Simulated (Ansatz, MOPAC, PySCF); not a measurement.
Molecule: InBr, charge 0, multiplicity 1. SMILES: [Br][In]
Geometry from a B3LYP-D3(BJ)/def2-TZVP (Ansatz, an electronic-structure program) optimisation:
```xyz
2

In     0.0000     0.0000    -1.0815
Br     0.0000     0.0000     1.5141
```

Wanted: vertical electron affinity to the doublet, in eV. Set-up: open shells spin-unrestricted; PM7 with its own dispersion and hydrogen-bond terms; frozen cores in correlated levels (noble-gas shells and the d and f shells of earlier blocks); def2 sets with scalar-relativistic core potentials past Kr; each state is the SCF solution reached for its charge and spin; no spin-orbit coupling; STO-3G and 3-21G all-electron and non-relativistic; LANL2DZ with its own core potentials from Na on. First-principles rows: single points at B3LYP-D3(BJ) geometries (Ansatz). Semi-empirical rows: differences of heats of formation at the shared geometry for vertical values.

```csv
level,program,vertical electron affinity to the doublet (eV)
AM1,MOPAC,1.12
PM3,MOPAC,1.88
PM7,MOPAC,-0.29
MNDO,MOPAC,0.62
HF/LANL2DZ,Ansatz,-0.11
PBE/LANL2DZ,Ansatz,0.23
B3LYP/STO-3G,Ansatz,-4.65
B3LYP/3-21G,Ansatz,0.05
B3LYP/LANL2DZ,Ansatz,0.21
M06-2X/LANL2DZ,PySCF,0.10
MP2/LANL2DZ,Ansatz,-0.29
PBE/def2-TZVPD,Ansatz,0.35
PBE0/def2-TZVPD,Ansatz,0.40
wB97M-V/def2-TZVPD,Ansatz,0.36
```

No value to compare with is used here. The 11 habitual levels span -4.65 (B3LYP/STO-3G) to 1.88 eV (PM3); wB97M-V/def2-TZVPD gives 0.36.

The levels are drawn from those run, B3LYP/6-31G* more often than the rest, none by its result; runs whose electronic state is in doubt are left out.
